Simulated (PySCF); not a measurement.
H4GeMgS (SMILES [SH][Mg][GeH3]), singlet, geometry from GFN2-xTB (such geometries of metal compounds can be far from the true shape). Base run: M062X/6-31G in PySCF.

The PySCF input:
```python
from pyscf import gto, scf, dft, solvent

mol = gto.Mole()
mol.atom = '''
    Mg    0.73437602    0.76358865   -0.22909566
    S     0.44593291    1.10957467   -2.50113933
    H     1.54039418    1.78045809   -2.82599397
    Ge   -0.46315349   -0.77697988    1.27360256
    H    -0.66304540   -2.14311878    0.62296507
    H    -0.07770838   -1.24655600    2.66656476
    H    -1.92616779   -0.44368549    1.54855943
'''
mol.basis = '6-31g'
mol.verbose = 4
mol.build()

mf = dft.RKS(mol)
mf.xc = 'm062x'
mf.kernel()
```

The base run was repeated with changes; each row names its change, and settings that it needs were set with it.

| change | ΔE vs base (kJ/mol) | dipole (D) | HOMO-LUMO gap (eV) |
|---|---|---|---|
| base | 0.00 | 4.90 | 6.17 |
| model = COSMO; solvent = water | … | … | 7.57 |
| model = IEF-PCM; solvent = water; vdw_scale = 1.0 | -153.4 | 8.63 | 8.02 |
| model = IEF-PCM; solvent = water; lebedev_order = 11 | -78.4 | 7.40 | 7.53 |
| model = ddCOSMO; solvent = water | -145.8 | 8.33 | 8.04 |
| model = IEF-PCM; solvent = water; r_probe = 0.5 | -37.1 | 6.38 | 6.92 |
| model = SS(V)PE; solvent = water | -79.8 | 7.45 | 7.57 |
| model = IEF-PCM; solvent = water; vdw_scale = 1.4 | … | … | … |
| model = IEF-PCM; solvent = water; vdw_scale = 1.1 | -110.4 | 8.03 | 7.84 |
| model = IEF-PCM; solvent = toluene | … | … | … |
| model = C-PCM; solvent = water | -81.3 | 7.51 | 7.59 |
| model = IEF-PCM; solvent = water; lebedev_order = 41 | -80.9 | 7.49 | 7.58 |

Complete the blanks.


- model = COSMO; solvent = water, ΔE vs base (kJ/mol): -80.5
- model = COSMO; solvent = water, dipole (D): 7.48
- model = IEF-PCM; solvent = water; vdw_scale = 1.4, ΔE vs base (kJ/mol): -45.8
- model = IEF-PCM; solvent = water; vdw_scale = 1.4, dipole (D): 6.65
- model = IEF-PCM; solvent = water; vdw_scale = 1.4, HOMO-LUMO gap (eV): 7.07
- model = IEF-PCM; solvent = toluene, ΔE vs base (kJ/mol): -33.7
- model = IEF-PCM; solvent = toluene, dipole (D): 5.96
- model = IEF-PCM; solvent = toluene, HOMO-LUMO gap (eV): 6.71

The base is the gas phase, so ΔE is the electrostatic part of solvation at a fixed geometry, without cavity and dispersion terms.
